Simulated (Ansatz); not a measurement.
`C[N]=[W](=[O])([OH])[F]` + H₂O → `C[N]=[W](=[O])([OH])[OH]` + H–F at 600 K and 1 bar (formal hydrolysis of a W–F bond).

Isolated molecules relaxed with PBE0-D4/def2-TZVP in Ansatz; ΔE leaves out vibrations. CCSD(T)/CBS adds triple-zeta CCSD(T) − MP2 to the extrapolated MP2 energy (def2 sets, frozen cores). This one scheme is used for every species. Elements past krypton have def2 core potentials. For W outer-core shells are correlated without core-valence functions, which leaves a few kJ/mol of doubt a bond. Each species was taken in one conformer, which may not be the lowest.

```tsv
species	CCSD(T)/CBS energy (Eh)	H − E (kJ/mol)	S (J/(mol·K))
`C[N]=[W](=[O])([OH])[F]`	-412.42562	228.3	479.1
H₂O	-76.37941	76.8	212.8
`C[N]=[W](=[O])([OH])[OH]`	-388.40000	262.8	496.1
H–F	-100.39570	42.3	194.0
```

H − E and S are ideal-gas, rigid-rotor, harmonic terms from PBE0-D4/def2-TZVP, for one conformer and one mirror image of each species. 1 Eh = 2625.50 kJ/mol, R = 8.31446 J/(mol·K).

Question: By hand: ΔE, ΔH, ΔS and ΔG.

Answer: ΔE = (-388.40000) + (-100.39570) − (-412.42562) − (-76.37941) = 0.00933 Eh = 24.5 kJ/mol. Δ(H − E) = 262.8 + 42.3 − 228.3 − 76.8 = 0.0, so ΔH = 24.5 kJ/mol. ΔS = 496.1 + 194.0 − 479.1 − 212.8 = -1.8 J/(mol·K). ΔG = 24.5 − 600 × (-1.8)/1000 = 25.6 kJ/mol.

Question: By hand: the equilibrium constant, and the temperature at which ΔG would vanish if ΔH and ΔS stayed fixed.

Answer: log₁₀ K = −ΔG/(RT ln 10) = -2.2. ΔH and −TΔS have one sign here, so there is no such temperature. One of them is within its doubt of zero, so this could turn.

The number of gas molecules stays the same, so ΔS is small and ΔH decides. A doubt of 5 kJ/mol in ΔE shifts log₁₀ K by 0.4 here. Other conformers and mirror images would add mixing entropy, several J/(mol·K) or more a flexible species. These are equilibria of isolated gas molecules and say nothing of rates. Largest T1 diagnostic: 0.021 (customary marks: 0.02 for closed shells, 0.045 for open ones).
